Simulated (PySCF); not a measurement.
**Working out the ionisation energy of Br**

Br [Ar] 3d10 4s2 4p5 (2P) → Br⁺ [Ar] 3d10 4s2 4p4 (3P). All numbers are calculated (PySCF 2.14, no relativity, point nucleus, in def2-SVP). Frozen: [Ar] 3d10. Energies in hartree (1 hartree = 27.21139 eV):

```csv
part,Br (lower),Br⁺ (upper)
UHF,-2572.082202,-2571.685173
CCSD correlation,-0.112285,-0.093729
(T),-0.001329,-0.001151
```

Question: What does Hartree-Fock give?

Answer: (-2571.685173) − (-2572.082202) = 0.397029 hartree = 10.804 eV.

Question: What do CCSD and CCSD(T) give?

Answer: The CCSD correlation energies differ by 0.018556 hartree = 0.505 eV and the triples by 0.000178 hartree = 0.005 eV, so CCSD gives 11.309 eV and CCSD(T) 11.314 eV.

Measured between the centres of the two terms (NIST): 11.844 eV, so CCSD(T) (valence) is off by -0.530 eV.

The calculation is non-relativistic.

A double-zeta basis recovers only part of the correlation energy.

What remains against the reference includes basis incompleteness, the frozen core and higher excitations.
